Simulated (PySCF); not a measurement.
Compound: B₂ClH₇P₂.
Bonds: Cl1–B2, B2–P3, P3–B4, B4–P5, B2–P5. Hydrogens: H6 on B2; H7, H8 on P3; H9, H10 on B4; H11, H12 on P5.

Computed by this run: PBE0-D3(BJ)/def2-SVP geometry optimisation, gas phase in PySCF 2.14.0; density fitting, grid level 1; the optimiser is geomeTRIC in internal coordinates, started from a GFN2-xTB structure with every atom displaced at random (about 0.01 Å).

The end geometry, which sets the zero of energy:
```
atom  x, y, z in Å
Cl1    -0.0754   -2.9971   -0.1454
B2      0.0237   -1.2442   -0.5861
P3      1.3272   -0.0387    0.2955
B4      0.0327    1.4452    0.1921
P5     -1.3497    0.0487    0.0263
H6      0.1474   -0.9920   -1.7719
H7      1.6482   -0.4341    1.6163
H8      2.6131    0.1030   -0.2791
H9      0.1580    1.9373   -0.9139
H10    -0.0361    2.2123    1.1239
H11    -2.4754    0.2697   -0.8034
H12    -1.9644   -0.3124    1.2492
```

Task: These geometries come from the run, each turned onto the end geometry. Order them by energy, lowest first.
A.
```
atom  x, y, z in Å
Cl1    -0.0795   -2.8661    0.0857
B2      0.0244   -1.1914   -0.6716
P3      1.3034   -0.0077    0.2231
B4      0.0635    1.4628    0.1896
P5     -1.3418    0.0783   -0.0540
H6      0.1457   -1.1993   -1.8488
H7      1.6066   -0.4875    1.4998
H8      2.6541    0.1168   -0.2057
H9      0.1524    2.0625   -0.8036
H10    -0.0485    2.1130    1.1816
H11    -2.5295    0.2824   -0.7343
H12    -1.9017   -0.3663    1.1416
```
B.
```
atom  x, y, z in Å
Cl1    -0.0954   -2.9781   -0.0329
B2      0.0244   -1.2707   -0.5962
P3      1.3309   -0.0275    0.2722
B4      0.0259    1.4562    0.2157
P5     -1.3426    0.0642   -0.0096
H6      0.1680   -1.1149   -1.8018
H7      1.6753   -0.4571    1.5792
H8      2.6046    0.1406   -0.3231
H9      0.1601    2.0283   -0.8597
H10    -0.0607    2.1679    1.1847
H11    -2.4788    0.3177   -0.8293
H12    -1.9626   -0.3291    1.2043
```
C.
```
atom  x, y, z in Å
Cl1    -0.0908   -2.9776   -0.0544
B2      0.0228   -1.2496   -0.5951
P3      1.3291   -0.0319    0.2791
B4      0.0292    1.4477    0.2094
P5     -1.3509    0.0555   -0.0005
H6      0.1571   -1.0645   -1.7891
H7      1.6767   -0.4446    1.5870
H8      2.6030    0.1281   -0.3172
H9      0.1653    1.9887   -0.8700
H10    -0.0482    2.1769    1.1722
H11    -2.4717    0.2943   -0.8302
H12    -1.9723   -0.3253    1.2123
```

Result: C (0.003 eV), B (0.014 eV), A (0.208 eV).

In the order of the answer:

```csv
step,E above end (eV),largest force (eV/Å),rms force component (eV/Å),rms distance from end (Å),rms bond change (Å),bond most changed (Å)
3,0.003,0.09,0.022,0.051,0.003,B2–P3 +0.006
1,0.014,0.41,0.112,0.072,0.009,B2–P3 +0.019
0,0.208,1.33,0.483,0.141,0.030,B4–H9 -0.053
```

What follows is the cost of the whole optimisation. The run took 42 s of wall time on Arm Neoverse V2, one thread (shared host), and the process peaked at 0.52 GiB of memory.
